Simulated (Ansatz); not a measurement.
Geometry optimisation, RKS PBE0-D4/def2-SVPD (Ansatz).

Input file:

```yaml
crystal:
  periodic: [false, false, false]
  atoms:
    - { symbol: C, position_ang: [-0.65925, -1.57834, -0.43376] }
    - { symbol: "N", position_ang: [-0.7542, -0.40882, -0.77315] }
    - { symbol: As, position_ang: [-0.16251, 1.40258, 0.30111] }
    - { symbol: H, position_ang: [-0.25702, -1.95627, 0.54487] }
    - { symbol: H, position_ang: [0.84515, 1.66188, -0.79985] }
    - { symbol: H, position_ang: [0.98783, 0.87897, 1.16077] }
total_charge: -1
basis:
  gaussian: { orbitals: def2-SVPD }
hamiltonian:
  xc: pbe0
  dispersion: d4
relax:
  f_tol: 0.015
  max_steps: 40
output:
  orbitals: {}
```

Command:

```bash
$ ansatz run input.yaml --threads 2 --pin off --max-ram 3072MiB --backend cpu --events-out ev --progress --plain --runs-dir out
```

Q: Where does it end, and by what steps?

A: It converged. The force dipped under the threshold on the way, but the program's further checks kept it going. Limits of this set-up: the dipole of an ion depends on the origin. After 27 steps the energy has fallen by 1.700 eV; N2 moved furthest, 2.13 Å. Parted: N2–As3.

```csv
step,energy less start (eV),largest force component (eV/Å),accepted
0,0.0000,1.129,yes
1,0.0198,1.324,no
2,-0.0807,0.710,yes
3,-0.1078,0.883,yes
4,-0.1801,1.412,yes
5,-0.2265,2.158,yes
6,-0.3246,0.929,yes
7,-0.3800,1.270,yes
8,-0.4371,2.384,yes
9,-0.7666,1.134,yes
10,-0.7627,5.215,no
11,-0.8578,0.511,yes
12,-0.9334,0.694,yes
13,-1.0329,1.296,yes
14,-1.1599,0.777,yes
15,-1.2596,0.657,yes
16,-1.3588,0.583,yes
17,-1.4660,0.669,yes
18,-1.5473,0.699,yes
19,-1.6146,1.020,yes
20,-1.6642,0.435,yes
21,-1.6748,1.172,yes
22,-1.5751,4.530,no
23,-1.6954,0.194,yes
24,-1.6995,0.011,yes
25,-1.6994,0.190,no
26,-1.6997,0.042,yes
27,-1.6998,0.002,yes
```

```xyz
6
Properties=species:S:1:pos:R:3
C -0.845 -1.477 -0.588
N -1.192 -2.475 -1.064
As 0.182 1.554 0.855
H -0.502 -0.481 -0.112
H 0.875 1.970 -0.453
H 1.482 0.909 1.363
```

Whether the end is a true minimum wasn't checked by a vibrational analysis.

Run time: 44 s on 2 threads of Intel(R) Xeon(R) Platinum 8488C (Sapphire Rapids) (shared host), peak memory 0.25 GiB.
